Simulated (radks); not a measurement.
Values are calculated unless marked as measured or tabulated.
Excited configurations of Cu+: one electron is placed in a higher orbital outside [Ar] 3d9. The ground configuration is [Ar] 3d10. Level of theory: scalar-relativistic Kohn-Sham, BLYP, spin-polarised, spherical densities, finite nucleus; open shells are filled with parallel spins first; Fermi nuclear charge, rms radius 3.8823 fm (a radial shooting solver on a logarithmic mesh with Libxc functionals). Excitation = E - E(ground); binding = E(ion) - E, where the ion is the core of charge +2; n* = 2/sqrt(2 binding) in atomic units, and the quantum defect is n - n*.

outer orbital  excitation (eV)  binding (eV)     n*  quantum defect  eigenvalue (eV)  <r> (bohr)
4s                       2.704        18.417  1.719           2.281          -14.159       2.441
4d                      15.067         6.054  2.998           1.002           -4.271       5.302
4f                      17.653         3.468  3.961           0.039           -2.450       8.734
5s                      13.742         7.379  2.716           2.284           -5.830       5.713
5p                      15.324         5.797  3.064           1.936           -4.483       6.853
5f                      18.739         2.381  4.781           0.219           -1.789       14.71
6s                      17.009         4.111  3.638           2.362           -3.255       10.27
6d                      18.657         2.463  4.700           1.300           -1.910       15.99
7s                      18.448         2.672  4.513           2.487           -2.126       16.03

Estimate the row for 5d.

Answer. excitation (eV) 17.445; binding (eV) 3.676; n* 3.848; quantum defect 1.152; eigenvalue (eV) -2.762; <r> (bohr) 10.05. The Delta-SCF ionisation energy is 21.121 eV (NIST Atomic Spectra Database: 20.292 eV, measured). Self-interaction in the functional shifts the binding energies and quantum defects, so they are the method's values and not measured ones. Open shells are spherical and high-spin; term and fine-structure splittings are not resolved.
